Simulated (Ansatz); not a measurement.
Cost and result for the atomization energy of C3H7FSi, SMILES `C/C([SiH3])=C\F` (12 atoms, 11 bonds).

Z-matrix (Å, degrees):
```
C
C 1 1.499
H 1 1.094 2 110.7
H 1 1.090 2 111.9 3 -120.9
H 1 1.094 2 110.7 3 118.2
Si 2 1.860 1 120.3 3 -58.9
C 2 1.326 1 122.7 3 121.1
H 6 1.488 2 110.3 1 59.3
H 6 1.488 2 110.3 1 -59.5
H 6 1.486 2 109.6 1 179.9
F 7 1.341 2 122.8 1 0.0
H 7 1.084 2 125.8 1 180.0
```

Total charge 0; spin multiplicity 1. The geometry is a stationary point of PBE0-D4/def2-TZVP. Program: Ansatz. All runs use 4 threads of an Arm Neoverse V1 on a shared host. Times are those of one run each, without the atoms' runs, and a repeat can differ threefold. Electronic energies, without spin–orbit coupling; frozen cores. CCSD(T)/CBS adds CCSD(T) − MP2 in def2-TZVPP to the MP2 limit, and its time is that of the two runs behind it. T1 = 0.012. B3LYP takes the VWN-RPA correlation (the form of Gaussian; ORCA's B3LYP/G).

CCSD(T)/CBS is a level of theory with its own doubt, some kJ/mol a heavy atom from the limit and from the frozen cores, so smaller differences don't rank the functionals.

```
                             level  functions  wall time
   PBE-D4/def2-TZVPP (with forces)        264      2.6 s
                PBE0-D4/def2-TZVPP        264        3 s
 B3LYP-D4/def2-TZVPP (with forces)        264      4.8 s
r2SCAN-D4/def2-TZVPP (with forces)        264      4.9 s
                 B2PLYP/def2-TZVPP        264      5.5 s
                ωB97X-V/def2-TZVPP        264        8 s
  ωB97M-V/def2-TZVPP (with forces)        264       12 s
                    MP2/def2-QZVPP        508       25 s
                CCSD(T)/def2-TZVPP        264      3 min
                 CCSD(T)/CBS(def2)          –    3.4 min
```

Q: What atomization energy does each give, and how far from CCSD(T)/CBS? (Best estimate.)

A: The calculation gave: 
```tsv
level	atomization (kJ/mol)	difference from CCSD(T)/CBS	per bond
PBE-D4/def2-TZVPP (with forces)	4609.2	87.4	7.9
PBE0-D4/def2-TZVPP	4537.9	16.1	1.5
B3LYP-D4/def2-TZVPP (with forces)	4528.3	6.5	0.6
r2SCAN-D4/def2-TZVPP (with forces)	4538.2	16.4	1.5
B2PLYP/def2-TZVPP	4479.9	-41.9	-3.8
ωB97X-V/def2-TZVPP	4537.2	15.4	1.4
ωB97M-V/def2-TZVPP (with forces)	4535.9	14.1	1.3
MP2/def2-QZVPP	4535.3	13.5	1.2
CCSD(T)/def2-TZVPP	4416.5	-105.3	-9.6
CCSD(T)/CBS(def2)	4521.8	0.0	0.0
```

The D4 term adds +37.4 kJ/mol with B3LYP and +19.6 kJ/mol with PBE0; it sums over pairs of atoms, weighted by their polarisabilities, and B3LYP, whose exchange is more repulsive, gets the larger term. From PBE to PBE0 (25 % exact exchange), in def2-TZVPP and without D4, the atomization energy moves by −67.6 kJ/mol: exact exchange takes away binding that semilocal exchange gives to molecules. In def2-TZVPP, CCSD(T) changes the Hartree–Fock value by +1043.0 kJ/mol (the triples alone add +62.2 kJ/mol) and MP2 by +1099.4 kJ/mol; breaking electron pairs costs correlation energy, which Hartree–Fock lacks.
